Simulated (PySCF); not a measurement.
Isomers of C8H13N, from PySCF 2.14.0, PBE0-D3(BJ)/def2-SVP geometry optimisation, gas phase. One conformer each, no zero-point energy, no frequencies.

Question: Which is lowest in electronic energy at this level?
A. `[CH2:1]=[CH:2][C:3](=[CH2:4])[N:5]1[CH2:6][CH2:7][CH2:8][CH2:9]1` with C1–C2–C3–C4 40°, C2–C3–N5–C6 19°, C3–N5–C6–C7 156°, N5–C6–C7–C8 30°, C6–C7–C8–C9 -39°, C7–C8–C9–N5 33°: A = 3436, B = 1081, C = 865.2 MHz, dipole 1.97 D
B. `[CH3:1]/[CH:2]=[C:3](/[CH3:4])[C@H:5]1[CH:6]=[CH:7][CH2:8][NH:9]1` with C2–C3–C5–C6 -71°: A = 2438, B = 1358, C = 1107 MHz, dipole 0.99 D
C. `[CH:1]1=[CH:2][C@@H:3]([CH:4]2[CH2:5][CH2:6][CH2:7]2)[NH:8][CH2:9]1` with C2–C3–C4–C5 64°: A = 3530, B = 1128, C = 1078 MHz, dipole 1.13 D

Answer: A. That is `C=CC(=C)N1CCCC1`, 3.5 kcal/mol below the next.

| SMILES | mapped SMILES | E (Eh) | relative (kcal/mol) | relative (kJ/mol) | dipole (D) |
| --- | --- | --- | --- | --- | --- |
| C=CC(=C)N1CCCC1 | [CH2:1]=[CH:2][C:3](=[CH2:4])[N:5]1[CH2:6][CH2:7][CH2:8][CH2:9]1 | -366.69730 | 0.0 | 0.0 | 1.97 |
| C/C=C(/C)[C@H]1C=CCN1 | [CH3:1]/[CH:2]=[C:3](/[CH3:4])[C@H:5]1[CH:6]=[CH:7][CH2:8][NH:9]1 | -366.69169 | 3.5 | 14.7 | 0.99 |
| C1=C[C@@H](C2CCC2)NC1 | [CH:1]1=[CH:2][C@@H:3]([CH:4]2[CH2:5][CH2:6][CH2:7]2)[NH:8][CH2:9]1 | -366.68855 | 5.5 | 23.0 | 1.13 |

As drawn, the highest has a four-membered ring and an N–H bond, which the lowest lacks.
